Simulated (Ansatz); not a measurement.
`[F][SnH]([Cl])[Cl]` + HBr → `[F][SnH]([Cl])[Br]` + HCl at 600 K and 1 bar (ligand exchange at the Sn–Cl bond).

Calculated with Ansatz (gas phase, PBE0-D4/def2-TZVP geometries, no zero-point term in ΔE). CBS: MP2 limit from def2 TZ/QZ plus the TZ coupled-cluster correction, frozen cores. This one scheme is used for every species. Elements past krypton have def2 core potentials. For Br, Sn outer-core shells are correlated without core-valence functions, which leaves a few kJ/mol of doubt a bond. Scalar relativity is left out up to krypton.

| species | CCSD(T)/CBS energy (Eh) | H − E (kJ/mol) | S (J/(mol·K)) |
| --- | --- | --- | --- |
| `[F][SnH]([Cl])[Cl]` | -1234.09211 | 75.3 | 407.0 |
| HBr | -2573.91920 | 33.5 | 219.1 |
| `[F][SnH]([Cl])[Br]` | -3347.63611 | 75.0 | 419.0 |
| HCl | -460.38127 | 35.4 | 207.2 |

H − E and S are ideal-gas, rigid-rotor, harmonic terms from PBE0-D4/def2-TZVP, for one conformer and one mirror image of each species. 1 Eh = 2625.50 kJ/mol, R = 8.31446 J/(mol·K).

Task: By hand: ΔE, ΔH, ΔS and ΔG.

Result: ΔE = (-3347.63611) + (-460.38127) − (-1234.09211) − (-2573.91920) = -0.00607 Eh = -15.9 kJ/mol. Δ(H − E) = 75.0 + 35.4 − 75.3 − 33.5 = 1.6, so ΔH = -14.3 kJ/mol. ΔS = 419.0 + 207.2 − 407.0 − 219.1 = 0.1 J/(mol·K). ΔG = -14.3 − 600 × (0.1)/1000 = -14.4 kJ/mol.

Task: By hand: the equilibrium constant, and the temperature at which ΔG would vanish if ΔH and ΔS stayed fixed.

Result: log₁₀ K = −ΔG/(RT ln 10) = 1.3. ΔH and −TΔS have one sign here, so there is no such temperature.

The number of gas molecules stays the same, so ΔS is small and ΔH decides. A doubt of 5 kJ/mol in ΔE shifts log₁₀ K by 0.4 here. Other conformers and mirror images would add mixing entropy, several J/(mol·K) or more a flexible species. These are equilibria of isolated gas molecules and say nothing of rates. Largest T1 diagnostic: 0.012 (customary marks: 0.02 for closed shells, 0.045 for open ones).

ΔS is within the doubt of such terms, so its sign, and with it that verdict, could turn.
